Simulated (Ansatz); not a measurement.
```xyz
9

O     0.260   -1.135   -1.749
Ge   -0.754   -0.713   -0.368
F    -0.700   -2.048    0.754
Si    0.216    1.137    0.806
Cl    2.251    0.931    0.543
H     1.199   -1.059   -1.556
H    -2.188   -0.652   -0.904
H    -0.199    2.434    0.220
H    -0.086    1.105    2.255
```

The species carries charge 0 and has multiplicity 1.

Task: List the ωB97M-V/def2-TZVPP orbital energies in eV (Ansatz). (Estimate.)

Result: Computed: Occupied: -10867.63, -2772.42, -1808.53, -1363.38, -1211.11, -1211.10, -1211.09, -676.69, -526.36, -262.82, -200.29, -200.17, -200.16, -175.27, -149.53, -124.55, -124.51, -124.47, -103.69, -103.62, -103.60, -37.73, -37.42, -37.28, -37.26, -37.24, -34.48, -30.58, -26.33, -19.32, -17.90, -16.07, -14.61, -14.39, -14.09, -13.74, -13.54, -12.78, -12.49, -12.02, -11.72, -10.43. Lowest empty: 0.65, 1.38, 1.73, 2.62, 2.99, 3.57, 3.97, 4.12.
